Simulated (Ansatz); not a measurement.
Molecule: sum formula H4Si2OCl2, net charge 0, singlet state. 
Structure (B3LYP-D3(BJ)/def2-TZVP (Ansatz, a program for electronic structure) minimum search):
SMILES: [SiH3]O[SiH](Cl)Cl
```xyz
9

Si     2.3762    -0.5527    -0.3057
O      0.7609    -0.8680    -0.4549
Si    -0.7437    -0.3643    -0.1830
Cl    -1.0415    -0.1030     1.8291
Cl    -1.0625     1.4291    -1.1250
H      3.1010    -1.7003    -0.8856
H      2.7176    -0.3983     1.1240
H      2.7052     0.6871    -1.0399
H     -1.6992    -1.3497    -0.6872
```

Parts of the frozen-core correlation energy in aug-cc-pV(D+d)Z (Ansatz, hartree). Frozen orbitals: 21; correlated occupied orbitals by spin: 16 and 16; virtual: 150 and 150. Spin-orbit coupling is left out. No relativistic terms.

| term | value |
|---|---|
| reference (HF) | -1574.29478 |
| MP2 opposite-spin | [?] |
| MP2 same-spin | -0.17347 |
| CCSD correlation | [?] |
| (T) | [?] |
| T1 diagnostic | 0.011 |
| largest doubles amplitude | 0.010 |

**Question.** Fill in the missing entries.

**Answer.** 
- MP2 opposite-spin, value: -0.52439
- CCSD correlation, value: -0.75508
- (T), value: -0.02261
